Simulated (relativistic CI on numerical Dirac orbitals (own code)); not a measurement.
**Ag²⁺ (4d9) in a crystal field**

Calculated by Dirac-Coulomb-Breit CI, KLI orbitals optimised for each configuration, a model potential for QED, one configuration in a parametric crystal field, unscaled Slater integrals (own radial code).

Field parameters in Wybourne normalisation: Td as Oh with Dq negative (B⁴₀ = 21Dq, B⁴₄ = √(5/14) B⁴₀). The field is a parameter set, without covalency.

S is read from ⟨S²⟩ = S(S + 1).

Levels (cm⁻¹, degeneracy): 0 (2), 2297 (4), 15731 (4).

**Question.** Which field gives this pattern?
A. Td, 10Dq = -13600 cm⁻¹
B. Td, 10Dq = -4250 cm⁻¹
C. Td, 10Dq = -4400 cm⁻¹
D. Td, 10Dq = -13200 cm⁻¹

**Answer.** A. Td, 10Dq = -13600 cm⁻¹, ground level with S = 0.50.
